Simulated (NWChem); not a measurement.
# C₂H₅FOSi; SMILES O=CC[SiH2]F

```xyz
10

O      0.2734    -2.3649     0.5288
C      0.3778    -1.5338    -0.3474
C     -0.6690    -0.4986    -0.6618
Si    -0.4128     1.1131     0.3016
F      0.9597     1.8167    -0.1840
H      1.2998    -1.4752    -0.9673
H     -0.6772    -0.2635    -1.7337
H     -1.6551    -0.8808    -0.3667
H     -0.3176     0.8303     1.7529
H     -1.5441     2.0292     0.0093
```
Atoms are numbered in this order, from 1.

Results from NWChem. Pople sets run with spherical d functions. Coordinates come from a B3LYP/6-31G* (spherical d) optimisation. Level: B3LYP/6-31G* with SMD (1 M gas to 1 M solution), gas-phase geometry. Reactions with the solvent are ignored.

Question: Estimate the computed values for solvent toluene. Quantities: solvation free energy (kcal/mol); cavity-dispersion-structure term (kcal/mol); dipole in solution (D).

Answer: The solvation free energy (kcal/mol) is -4.0, the cavity-dispersion-structure term (kcal/mol) comes out as -1.2 and the dipole in solution (D) comes out as 2.66.
